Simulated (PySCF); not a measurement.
C₄H₅ (SMILES C=C1[CH-]C1), charge -1, singlet, at a GFN2-xTB geometry (in this run its highest filled SCF level lies above zero, so its values depend strongly on the basis, on diffuse functions most of all). Base run: B3LYP/STO-3G in PySCF.

Geometry (Å):
```xyz
9

C      0.0218    -0.1241     0.2551
C     -0.0338    -0.7824    -0.9615
C     -0.0356     0.7269    -0.9648
C     -0.0370    -0.0273     1.5914
H      0.7471    -1.3917    -1.4164
H      0.8507     1.3545    -1.1912
H     -0.9560     1.2556    -1.2523
H      0.0691    -0.8957     2.2358
H     -0.2024     0.9183     2.1026
```
Charge -1, spin multiplicity 1.
All else is at PySCF's defaults.
Base energy -153.27722 Eh.

Each row names what was changed in the base input (with any setting that the change needs).

| change | ΔE vs base (µEh) | SCF cycles |
|---|---|---|
| base | 0.0 | 9 |
| conv_tol = 1e-12 | 0.0 | 11 |
| conv_tol = 1e-7 | 0.0 | 8 |
| diis_space = 20 | 0.0 | 9 |
| level_shift = 0.1 (with mf.max_cycle = 100) | 0.0 | 9 |
| conv_tol = 1e-6 | 0.0 | 7 |
| init_guess = mod_huckel | 0.0 | 10 |
| init_guess = vsap | 0.0 | 9 |
| diis_space = 4 | 0.0 | 10 |
| level_shift = 0.3 (with mf.max_cycle = 100) | 0.0 | 11 |
| init_guess = atom | 0.0 | 9 |
| diis_space = 12 | 0.0 | 9 |
| init_guess = 1e | 0.0 | 13 |
